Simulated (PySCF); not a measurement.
Species: C₄H₁₀Ge.
SMILES with atom numbers: `[CH2:1]1[CH2:2][CH2:3][GeH2:4][CH2:5]1` (hydrogens: H6, H7 on C1; H8, H9 on C2; H10, H11 on C3; H12, H13 on Ge4; H14, H15 on C5)

Vertical excitations from PySCF (density fitting, frozen core in the response, grid level 2 and gas phase unless stated; continuum runs use non-equilibrium linear response for the excitations) on a GFN2-xTB geometry. Reference run:

```json
{"settings": "PBE0/def2-SVPD, full TDDFT, 8 singlets", "S1, eV (f)": "7.21 (0.003)", "S2, eV (f)": "7.52 (0.080)", "S3, eV (f)": "7.88 (0.069)", "S4, eV (f)": "7.90 (0.001)", "S5, eV (f)": "8.08 (0.170)", "S6, eV (f)": "8.13 (0.005)", "T1, eV (Tamm–Dancoff)": "6.78", "mean α (au)": "75.9"}
```

Task: What do these settings give: B97-D/def2-SVPD, IEF-PCM methanol, level shift 0.3 Eh, TDA, 3 singlets?

Result: 
```csv
settings,"S1, eV (f)","S2, eV (f)","S3, eV (f)","S4, eV (f)","S5, eV (f)","S6, eV (f)","T1, eV (Tamm–Dancoff)",mean α (au)
"B97-D/def2-SVPD, IEF-PCM methanol, level shift 0.3 Eh, TDA, 3 singlets",6.63 (0.000),6.95 (0.109),7.21 (0.026),–,–,–,–,109.7
```

S1 moves by -0.58 eV; functional, environment and response scheme change together, so the shift can't be laid on one. States are counted by energy in each run and needn't keep their character from row to row.

Task: Which orbital pairs make up S1 in each run, and how does it sit against the orbital gap?

Result: 
```tsv
settings	S1 configurations (weight)	S1 (eV)	orbital gap (eV)	S1 − gap (eV)
PBE0/def2-SVPD, full TDDFT, 8 singlets	H→L 0.98	7.21	8.36	-1.15
B97-D/def2-SVPD, IEF-PCM methanol, level shift 0.3 Eh, TDA, 3 singlets	H→L 0.99	6.63	6.59	+0.04
```

One conformer (not necessarily the lowest) at the GFN2-xTB geometry, without vibrations or thermal averaging. Relativistic effects, spin–orbit coupling among them, are left out although an element past zinc is present.

Note: B97-D ran without an empirical dispersion term, which enters the total energy and its gradient alone.
